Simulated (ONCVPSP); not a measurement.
## iodine, ONCV: configuration errors across variants

```json
{
 "Element": "iodine",
 "Generator": "ONCVPSP 4.0.1",
 "Type": "optimised norm-conserving Vanderbilt (ONCV)",
 "Functional": "PW91",
 "Relativity": "fully relativistic",
 "Frozen core": "[Kr] 4d10",
 "Valence charge": "7",
 "Reference configuration": "5s2 5p3 (charge +2)",
 "Partial waves": "5s: rc 1.35 bohr, ncon 3, nbas 6, qcut 4.3 1/bohr, 2 projectors, debl 0.4 Ha; 5p: rc 1.75 bohr, ncon 3, nbas 6, qcut 3.8 1/bohr, 2 projectors, debl 2.9 Ha",
 "Local potential": "polynomial inside 1.05 bohr (lpopt 1, dvloc0 0 Ha)",
 "Core correction": "Teter function, fcfact 2.75, rcfact 1.8"
}
```

Open shells are filled in proportion to 2j + 1.

In the s channel the program set the typed energies aside and used -1.326, 0.250 Ha.

All-electron excitation energies from the reference (eV): (1) 5s2 5p5 -31.156; (2) 5s2 5p4 -19.945; (3) 5s2 5p2 29.451; (4) 5s2 5p4.5 -26.586.

A true bound ghost makes a file unfit for plane-wave use even where its test errors are small: the radial tests pick states by their node count and pass the ghost by.

Errors AE − PS in meV (a dash: test not solved or not reliable):

| change | (1) | (2) | (3) | (4) | bound ghosts | GHOST(+) flags above zero |
| --- | --- | --- | --- | --- | --- | --- |
| base | -272 | -82 | -106 | -169 | s | s, p3/2, p1/2 |
| core correction Teter function, fcfact 2.75, rcfact 1.12 | -1.7 | -0.9 | -0.6 | -1.5 | s | s, p3/2, p1/2 |
| core correction Teter function, fcfact 2.75, rcfact 1.22 | -3.8 | -1.9 | -3.6 | -3.1 | s | s, p3/2, p1/2 |
| core correction Teter function, fcfact 2.75, rcfact 1.4 | -24 | -9.4 | -19 | -17 | s | s, p3/2, p1/2 |
| core correction Teter function, fcfact 2.75, rcfact 1.5 | -54 | -19 | -35 | -37 | s | s, p3/2, p1/2 |
| core correction Teter function, fcfact 2.75, rcfact 1.64 | -131 | -43 | -67 | -85 | s | s, p3/2, p1/2 |
| core correction Teter function, fcfact 2.75, rcfact 1.76 | -233 | -72 | -97 | -147 | s | s, p3/2, p1/2 |
| core correction Teter function, fcfact 2.75, rcfact 1.86 | -332 | -97 | -118 | -203 | s | s, p3/2, p1/2 |
| core correction Teter function, fcfact 2.75, rcfact 2.02 | -454 | -124 | -138 | -268 | s | s, p3/2, p1/2 |

(1) Give the same row for: core correction Teter function, fcfact 2.75, rcfact 0.98.

Answers

(1) -3.4, -1.3, -0.5, -2.5; bound ghosts: s; GHOST(+) flags above zero: s, p3/2, p1/2.
